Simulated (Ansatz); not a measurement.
Cost and result up the ladder for BODIPY, `CC1=CC(C)=[N+]2C1=Cc1c(C)cc(C)n1[B-]2(F)F` (33 atoms). Total charge 0; singlet. Geometry: PBE-D4/def2-SVP.

Cartesian coordinates in Å:
```
C -2.954 -1.741 2.061
C -2.551 -0.901 0.891
C -3.375 -0.310 -0.073
C -2.548 0.415 -0.977
C -2.949 1.215 -2.168
N -1.253 0.279 -0.598
C -1.211 -0.522 0.543
C 0.009 -0.827 1.154
C 1.221 -0.342 0.654
C 2.565 -0.525 1.123
C 2.979 -1.321 2.320
C 3.377 0.191 0.237
C 2.538 0.792 -0.744
C 2.924 1.651 -1.898
N 1.248 0.466 -0.483
B -0.007 0.906 -1.313
F -0.111 2.302 -1.317
F 0.091 0.416 -2.621
H -2.336 -2.659 2.145
H -2.843 -1.188 3.019
H -4.013 -2.054 1.981
H -4.467 -0.381 -0.139
H -2.417 0.854 -3.072
H -2.649 2.276 -2.040
H -4.040 1.160 -2.335
H 0.015 -1.462 2.052
H 4.080 -1.335 2.427
H 2.556 -0.902 3.258
H 2.634 -2.374 2.255
H 4.469 0.284 0.274
H 4.020 1.773 -1.954
H 2.551 1.212 -2.847
H 2.446 2.649 -1.814
```

Ansatz on 2 threads of AMD EPYC 7R13 on a shared host and a share (18 GiB) of an NVIDIA H100 80GB HBM3. Times are rough, and most runs start from the orbitals of an earlier one. CAM-B3LYP-D4/def2-TZVP serves as the yardstick here, not as an exact answer. Differences are given only for rows in sets of like size (and for xTB, whose basis is part of the method), since another set adds its own error. Binding counts from free atoms at the same level (C triplet, N quartet, B doublet, F doublet, H doublet; other spins of the atoms weren't run), without zero-point energy or a counterpoise term.

B3LYP takes the VWN-RPA correlation. HSE06 is defined as in plane-wave codes, on full-range PBE exchange. Correlated methods freeze 18 core orbitals. The rows differ in basis, and correlated rows in double-zeta sets carry the largest basis error. Single mean-field runs in def2-TZVP are fitted with def2-universal-jkfit.

Run but left out: HF/STO-3G, HF/6-31G (restricted singlet, unstable in another Hartree–Fock run and untested here).

Correlated methods converge slowly with the basis, most of all in double-zeta sets.

| level | functions | wall time | binding energy per atom (eV) | difference from CAM-B3LYP-D4/def2-TZVP (eV) | remarks |
| --- | --- | --- | --- | --- | --- |
| PBE0-D4/def2-SVP | 327 | 2.2 s | 5.05 | – | – |
| PBE-D4/def2-SVP | 327 | 2.2 s | 5.16 | – | – |
| B3LYP-D4/6-31G | 192 | 2.5 s | 4.79 | – | – |
| B3LYP-D4/def2-TZVP | 648 | 3.3 s | 4.89 | -0.01 | – |
| HSE06-D4/def2-TZVP | 648 | 3.7 s | 4.97 | 0.06 | – |
| r2SCAN-D4/def2-TZVP | 648 | 4.1 s | 4.92 | 0.01 | – |
| PBE0-D4/def2-TZVP (with forces) | 648 | 4.3 s | 4.96 | 0.06 | – |
| CAM-B3LYP-D4/def2-TZVP | 648 | 4.5 s | 4.91 | 0.00 | – |
| PBE-D4/def2-TZVP (with forces) | 648 | 4.7 s | 5.08 | 0.17 | – |
| CCSD(T)/def2-SVP | 327 | 41 s | 4.71 | – | restricted SCF unstable |
